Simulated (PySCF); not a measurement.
# Substituent effects on chemical shifts

Parent skeleton `[CH3:1][CH2:2][NH2:3]`; one hydrogen on atom 1 is replaced by X. Hydrogens on one atom are averaged.

How the numbers were obtained: PBE0/pcSseg-1 with gauge-including orbitals, geometry from GFN2-xTB, in PySCF (averaged over atoms made equivalent by symmetry, fast rotation or ring inversion, single conformer, in vacuum, no relativistic terms).

Shifts are taken against calculated references (same method and geometry level): ¹³C (σ = 186.93 ppm) and ¹H (σ = 31.72 ppm) vs TMS; ¹⁵N (σ = 267.73 ppm) against NH3.

Parent (X = H): C1 25.6, C2 42.9, N3 47.1, H(C1) 1.00, H(C2) 2.77 ppm. Effects are Δδ = δ(X) − δ(H), positive for deshielding.

Task: Give Δδ (ppm) for X = tBu, SO2CH3, N(SiH3)2.

Result: 
```csv
X,SMILES,C1,C2,N3,H(C1),H(C2)
tBu,CC(C)(C)CCN,+32.5,+0.7,-5.3,+0.17,+0.03
SO2CH3,CS(=O)(=O)CCN,+37.1,-1.6,-6.0,+1.56,+0.78
N(SiH3)2,NCCN([SiH3])[SiH3],+33.7,+5.6,-14.8,+2.11,+0.29
```

Task: Which position responds most, and to which substituents?

Result: H(C1): from +0.17 ppm with tBu to +2.11 ppm with N(SiH3)2.

Experimental scales use liquid or dissolved standards, which lie at an offset from isolated NH3 (liquid NH3: subtract about 20 ppm).
